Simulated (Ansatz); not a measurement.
Species: HgI₂, charge 0, singlet. HgI2 (SMILES [I][Hg][I]).
B3LYP-D3(BJ)/def2-TZVP minimum from Ansatz (an electronic-structure program):
```xyz
3

Hg     0.0000     0.0000     0.0000
I      0.0000     0.0000    -2.6116
I      0.0000     0.0000     2.6116
```
Charge 0, spin multiplicity 1.

Property: atomisation energy (electronic, to ground-state atoms), in kJ/mol. UHF or UKS for unpaired electrons; spin-orbit terms are left out. Correlated methods leave the cores frozen (noble-gas shells, and filled d and f shells in the p block). Past Kr the def2 sets carry scalar-relativistic core potentials. CBS(X,Y): correlation extrapolated as X^-3, Hartree-Fock from the larger set. A bracket is a step between two methods taken in the basis named. Spin-orbit terms, left out, reach several kcal/mol for Br and I, and more for heavier atoms.

CCSD(T)/CBS(def2-TZVPP,def2-QZVPP) + [CCSDT(Q) - CCSD(T)]/def2-SVP (Ansatz) gives 334.8 kJ/mol.

**Question.** What does PBE/def2-TZVPD (Ansatz) give here, and how do the other levels compare?

**Answer.** PBE gives 328.9 kJ/mol, 5.9 kJ/mol below it. Differences of the others: r2SCAN/def2-TZVPD (Ansatz) 1.5; B3LYP/def2-TZVPD (Ansatz) -48.3; wB97M-V/def2-TZVPD (Ansatz) -9.1; CCSD(T)/CBS(def2-TZVPP,def2-QZVPP) (Ansatz) -0.9 kJ/mol.
